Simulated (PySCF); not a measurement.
PySCF job for CH₈FNSi₂, SMILES [SiH2](C)[Si@@H](N)F, TPSSh-D3(BJ)/def2-SVP. Geometry optimised at TPSSh-D3(BJ)/def2-SVP. The structure was generated by enumeration; whether it is a known compound was not checked. The values are those of a single conformer.

```python
import numpy as np
from pyscf import gto, scf, dft, df
from pyscf.hessian import thermo

mol = gto.M(
    atom='''
    C     1.99432284    0.63823192   -1.55712121
    Si    0.68174164   -0.63257335   -1.06250693
    Si   -0.39152408    0.04918697    0.90416482
    N    -1.19857484    1.53259406    0.56152716
    F    -1.39456001   -1.16142864    1.39127139
    H     2.45914513    0.37784592   -2.52144711
    H     1.53931497    1.63752999   -1.64763527
    H     2.79003327    0.69569367   -0.79704105
    H     1.29233938   -1.98294924   -0.89456267
    H    -0.35247714   -0.73634765   -2.13685689
    H     0.50500667    0.31359429    2.05979080
    H    -1.53712147    2.13291530    1.31059281
    H    -1.78416000    1.62443511   -0.26545640
    ''',
    basis='def2-SVP',
    charge=0,
    spin=0,
    max_memory=1600,
    verbose=3,
)
mf = dft.RKS(mol, xc='tpssh').density_fit(auxbasis='def2-universal-jkfit')
mf.disp = 'd3bj'
mf.grids.level = 4
mf.conv_tol = 1e-11
mf.max_cycle = 100
mf.kernel()

# [left out here: the lines that compute and print the analytic Hessian (its translational invariance restored by hand, since the grid's response is missing), thermochemistry and intensities]
```

Output:

```
converged SCF energy = -776.314858388566

WARN: MGGA Hessian is sensitive to dft grids. grids.level 4 may not be dense enough.


WARN: DFTD3 does not support analytical Hessian, using finite difference


WARN: Mole.unit (angstrom) is changed to Bohr

Mode                                 0                   1                   2
Irrep
Freq [cm^-1]                       44.5584             91.2097            144.3768
Reduced mass [au]                   2.9460              3.5878              1.4005
Force const [Dyne/A]                0.0034              0.0176              0.0172
Char temp [K]                      64.1097            131.2304            207.7261
Normal mode                   x     y     z       x     y     z       x     y     z
       0   C                 0.11 -0.08  0.06    0.05 -0.08 -0.11    0.01 -0.01 -0.06
       1  Si                -0.05  0.04 -0.04    0.02  0.02  0.04    0.00  0.03  0.04
       2  Si                -0.00  0.02 -0.01   -0.01  0.04  0.02    0.01 -0.01  0.05
       3   N                -0.09 -0.02 -0.01   -0.07  0.02  0.09    0.02 -0.03 -0.07
       4   F                 0.07 -0.01  0.05    0.02 -0.04 -0.09   -0.02 -0.02 -0.03
       5   H                 0.10 -0.07  0.06    0.04 -0.23 -0.07   -0.33  0.15 -0.26
       6   H                 0.22 -0.02  0.12    0.09 -0.07 -0.25    0.10  0.07  0.32
       7   H                 0.10 -0.22  0.08    0.05 -0.00 -0.12    0.25 -0.29 -0.29
       8   H                -0.20 -0.04 -0.13   -0.01  0.02  0.15   -0.05 -0.00 -0.09
       9   H                -0.04  0.23 -0.07    0.01 -0.06  0.06   -0.10  0.13  0.12
      10   H                 0.03  0.08 -0.06   -0.06  0.01  0.06   -0.10  0.02  0.12
      11   H                -0.09 -0.02 -0.01   -0.10 -0.04  0.13   -0.09 -0.01 -0.14
      12   H                -0.11 -0.07  0.00   -0.07  0.05  0.10    0.12 -0.07 -0.15
Mode                                 3                   4                   5
Irrep
[...]
       1  Si                -0.03 -0.00  0.02   -0.02 -0.00  0.02    0.01  0.03  0.02
       2  Si                 0.03  0.07 -0.05    0.01 -0.08 -0.01    0.02  0.01 -0.02
       3   N                 0.03 -0.04  0.03   -0.02  0.08  0.05   -0.00  0.00  0.01
       4   F                -0.04 -0.05  0.04    0.01  0.03 -0.01   -0.01 -0.02  0.01
       5   H                 0.12  0.20 -0.04    0.12  0.12 -0.02   -0.02 -0.02  0.00
       6   H                -0.14 -0.10  0.09   -0.02 -0.01  0.07   -0.00  0.00  0.01
       7   H                -0.05  0.06  0.04   -0.09 -0.04  0.06   -0.01  0.01  0.01
       8   H                 0.35  0.16 -0.12    0.11  0.04 -0.08   -0.39 -0.22 -0.49
       9   H                 0.11  0.15 -0.13    0.16  0.09 -0.15    0.17 -0.64 -0.09
      10   H                -0.27 -0.17  0.23   -0.17  0.53 -0.00   -0.12 -0.02  0.09
      11   H                 0.01  0.04 -0.05   -0.18  0.26 -0.17   -0.02  0.04 -0.03
      12   H                 0.04 -0.21  0.01    0.07 -0.16 -0.05    0.02 -0.06 -0.01
Mode                                21                  22                  23
Irrep
Freq [cm^-1]                     1279.1626           1454.7883           1457.6510
Reduced mass [au]                   1.2300              1.0498              1.0506
Force const [Dyne/A]                1.1858              1.3090              1.3152
Char temp [K]                    1840.4302           2093.1164           2097.2352
Normal mode                   x     y     z       x     y     z       x     y     z
       0   C                -0.09 -0.09  0.03    0.04 -0.02  0.04    0.02 -0.04 -0.04
       1  Si                 0.00  0.00 -0.00    0.00 -0.00  0.00    0.00 -0.00 -0.00
       2  Si                -0.00 -0.00 -0.00    0.00 -0.00 -0.00   -0.00  0.00  0.00
       3   N                 0.00  0.00 -0.00   -0.00  0.00 -0.00   -0.00 -0.00 -0.00
       4   F                -0.00  0.00  0.00   -0.00  0.00 -0.00    0.00 -0.00 -0.00
       5   H                 0.27  0.42  0.05   -0.45  0.42 -0.32   -0.28 -0.22 -0.12
       6   H                 0.48  0.17 -0.13    0.16 -0.01 -0.51    0.32  0.16  0.47
       7   H                 0.22  0.36 -0.30   -0.25 -0.07  0.32   -0.30  0.55  0.26
       8   H                -0.02 -0.00  0.00   -0.01 -0.01 -0.00   -0.01 -0.00  0.02
       9   H                -0.00 -0.01  0.01    0.01  0.01 -0.01   -0.01  0.01  0.01
      10   H                -0.00  0.01 -0.00    0.00  0.00  0.00    0.00 -0.00  0.00
      11   H                -0.00  0.00 -0.00    0.00  0.00  0.00    0.00 -0.00  0.00
      12   H                -0.00 -0.00  0.00   -0.00 -0.00 -0.00   -0.00 -0.00 -0.00
Mode                                24                  25                  26
Irrep
Freq [cm^-1]                     1560.7057           2217.1761           2236.4802
Reduced mass [au]                   1.1171              1.0390              1.0415
Force const [Dyne/A]                1.6032              3.0094              3.0692
Char temp [K]                    2245.5081           3190.0228           3217.7970
Normal mode                   x     y     z       x     y     z       x     y     z
       0   C                -0.00 -0.00 -0.00   -0.00 -0.00  0.00    0.00  0.00 -0.00
       1  Si                 0.00 -0.00  0.00    0.02  0.00  0.02    0.01 -0.03  0.01
       2  Si                -0.00  0.01 -0.00    0.00 -0.00 -0.00   -0.00 -0.00 -0.00
       3   N                 0.06 -0.06  0.01   -0.00  0.00  0.00    0.00 -0.00 -0.00
       4   F                -0.00 -0.00  0.00   -0.00 -0.00  0.00    0.00  0.00 -0.00
       5   H                -0.00  0.00 -0.00   -0.00  0.00  0.00    0.00 -0.00 -0.00
       6   H                 0.00  0.00  0.00    0.00 -0.00 -0.00   -0.00 -0.01  0.00
       7   H                -0.00  0.00  0.00    0.01  0.01  0.00    0.00 -0.00  0.00
       8   H                -0.00 -0.00 -0.01    0.03 -0.05  0.02   -0.40  0.87 -0.11
       9   H                 0.00  0.00  0.00   -0.68 -0.07 -0.70   -0.03 -0.02 -0.04
      10   H                -0.01 -0.02 -0.00   -0.00  0.00  0.01    0.09  0.03  0.12
      11   H                -0.44  0.24 -0.43   -0.00  0.00 -0.00    0.00 -0.00 -0.00
      12   H                -0.33  0.49  0.32   -0.00  0.00  0.00   -0.00  0.00  0.00
Mode                                27                  28                  29
Irrep
Freq [cm^-1]                     2261.4105           3032.6829           3127.5021
Reduced mass [au]                   1.0413              1.0343              1.1021
Force const [Dyne/A]                3.1376              5.6049              6.3512
Char temp [K]                    3253.6662           4363.3555           4499.7792
Normal mode                   x     y     z       x     y     z       x     y     z
       0   C                -0.00  0.00  0.00   -0.03 -0.03  0.01    0.05 -0.02  0.07
       1  Si                 0.00 -0.00  0.00    0.00  0.00 -0.00    0.00 -0.00  0.00
       2  Si                 0.02  0.01  0.03   -0.00 -0.00 -0.00    0.00  0.00  0.00
       3   N                -0.00  0.00  0.00    0.00  0.00  0.00   -0.00  0.00 -0.00
       4   F                 0.00  0.00  0.00   -0.00  0.00  0.00    0.00  0.00 -0.00
       5   H                -0.00 -0.00 -0.00    0.23 -0.15 -0.50    0.17 -0.10 -0.33
       6   H                 0.00 -0.00  0.00   -0.25  0.51 -0.04   -0.16  0.36 -0.02
       7   H                -0.00 -0.00  0.00    0.40  0.02  0.40   -0.56 -0.04 -0.53
       8   H                -0.06  0.14 -0.01   -0.00 -0.00  0.00   -0.00  0.00 -0.00
       9   H                -0.01 -0.00 -0.01   -0.00 -0.00  0.00   -0.00 -0.00 -0.00
      10   H                -0.58 -0.17 -0.75    0.00  0.00  0.00   -0.00 -0.00 -0.00
      11   H                 0.00 -0.00  0.00   -0.00  0.00 -0.00    0.00  0.00 -0.00
      12   H                 0.00 -0.01  0.00   -0.00 -0.00 -0.00   -0.00  0.00  0.00
Mode                                30                  31                  32
Irrep
Freq [cm^-1]                     3130.2871           3541.9161           3635.7716
Reduced mass [au]                   1.1028              1.0502              1.0957
Force const [Dyne/A]                6.3665              7.7626              8.5337
Char temp [K]                    4503.7862           5096.0286           5231.0658
Normal mode                   x     y     z       x     y     z       x     y     z
       0   C                 0.04 -0.06 -0.04    0.00 -0.00  0.00    0.00  0.00  0.00
       1  Si                 0.00 -0.00 -0.00    0.00 -0.00 -0.00   -0.00 -0.00 -0.00
       2  Si                -0.00 -0.00  0.00   -0.00  0.00 -0.00    0.00  0.00  0.00
       3   N                 0.00  0.00 -0.00    0.04 -0.04  0.00    0.01  0.02  0.07
       4   F                -0.00  0.00  0.00   -0.00  0.00 -0.00    0.00  0.00  0.00
       5   H                -0.28  0.15  0.59   -0.00  0.00  0.00   -0.00 -0.00  0.00
       6   H                -0.27  0.61 -0.06    0.00  0.00 -0.00    0.00 -0.00 -0.00
       7   H                 0.01 -0.01 -0.00    0.00 -0.00 -0.00    0.00  0.00  0.00
       8   H                -0.00  0.00 -0.00   -0.00  0.00  0.00    0.00 -0.00  0.00
       9   H                -0.00  0.00  0.00    0.00  0.00  0.00    0.00 -0.00  0.00
      10   H                 0.00  0.00  0.00   -0.00 -0.00 -0.00   -0.00 -0.00 -0.00
      11   H                 0.00 -0.00 -0.00   -0.22  0.42  0.54    0.22 -0.39 -0.47
      12   H                -0.00 -0.00  0.00   -0.36  0.05 -0.55   -0.40  0.07 -0.57
temperature 298.1500 [K]
pressure 101325.00 [Pa]
Rotational constants [GHz] 4.60983 1.73038 1.39955
Symmetry number 1
Zero-point energy (ZPE) 0.09216 [Eh]   241954.077 [J/mol]
                           tot       elec      trans        rot        vib
Entropy [J/mol/K]       381.801      0.000    167.283    116.132     98.386
Cv [J/mol/K]            127.820      0.000     12.472     12.472    102.876
Cp [J/mol/K]            136.134      0.000     20.786     12.472    102.876
Internal energy [J/mol]                      3718.434   3718.434 257603.035
Internal energy [Eh]   -776.21391  -776.31486
Enthalpy [J/mol]                             6197.391   3718.434 257603.035
Enthalpy [Eh]          -776.21297
Gibbs free energy [J/mol]                  -43678.178 -30906.350 228269.291
Gibbs free energy [Eh] -776.25632
static polarisability / bohr^3: [[65.134 -2.884 -5.27 ]
 [-2.887 64.421  2.784]
 [-5.272  2.786 69.448]]
largest difference of analytic and finite-field dipole derivatives / e: 0.001017113799947733
mode   freq/cm-1   IR/(km/mol)   Raman/(A^4/amu)   depolarisation
   1       44.56         0.211             0.499            0.745
   2       91.21         0.737             0.522            0.741
   3      144.38         1.113             0.585            0.736
   4      184.50         0.828             1.329            0.719
   5      205.65         3.629             3.263            0.488
   6      293.99        25.250             1.942            0.720
   7      328.50        26.604             1.310            0.695
   8      414.33        52.975             7.056            0.297
   9      439.23       111.840             3.905            0.140
  10      457.91        11.865             5.997            0.168
  11      597.36        22.719             5.857            0.746
  12      670.68        25.898            10.449            0.523
  13      694.56        72.275             9.235            0.384
  14      720.34        17.368             8.016            0.696
  15      807.25       114.598             4.160            0.150
  16      853.37       235.837             3.119            0.564
  17      880.43        70.739             6.098            0.611
  18      893.11        27.683            11.204            0.745
  19      912.04        43.387             4.424            0.731
  20      935.70       137.724             4.445            0.526
  21      946.93        79.173            17.669            0.745
  22     1279.16         6.426             0.689            0.088
  23     1454.79         4.892            14.204            0.746
  24     1457.65         1.864            10.381            0.742
  25     1560.71        42.137             8.329            0.649
  26     2217.18       104.938           150.567            0.220
  27     2236.48       108.226           144.146            0.392
  28     2261.41       148.213           156.382            0.174
  29     3032.68         7.520           134.739            0.008
  30     3127.50         5.218            79.211            0.740
  31     3130.29         4.981            97.243            0.709
  32     3541.92        23.664           171.796            0.149
  33     3635.77        27.509           102.391            0.696
max |gradient| / (hartree/bohr): 4.826959675089816e-05
APT charges: [-0.2891  0.8078  1.4124 -0.8109 -0.6733 -0.0019  0.0164  0.0105 -0.2621
 -0.2684 -0.2991  0.1756  0.1821]
```

The calculation finished and met its thresholds.
